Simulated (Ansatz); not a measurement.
Species: ZnI, net charge 0, doublet state. The spin state was set by rule; other spins were not relaxed. 
Geometry from a B3LYP-D3(BJ)/def2-TZVP (Ansatz, a quantum-chemistry and plane-wave program) optimisation:
```
Zn
I 1 2.5509
```
Charge 0, spin multiplicity 2.

Dipole moments at this geometry, in debye (magnitudes).

| level | program | dipole (D) |
|---|---|---|
| revPBE/def2-TZVPD | Ansatz | 2.21 |
| r2SCAN/def2-TZVPD | Ansatz | 2.41 |
| B97M-V/def2-TZVPD | Ansatz | 2.30 |
| B3LYP/def2-TZVPD | Ansatz | 2.42 |
| PBE0/def2-TZVPD | Ansatz | 2.54 |
| r2SCAN0/def2-TZVPD | Ansatz | 2.68 |
| HSE06/def2-TZVPD | Ansatz | (withheld) |
| wB97M-V/def2-TZVPD | Ansatz | 2.57 |
| wB97X-V/def2-TZVPD | Ansatz | 2.74 |
| CCSD(T)/def2-SVPD | Ansatz | (withheld) |

Question: Complete the blanks.

Answer: 
- HSE06/def2-TZVPD, dipole (D): 2.53
- CCSD(T)/def2-SVPD, dipole (D): 2.70
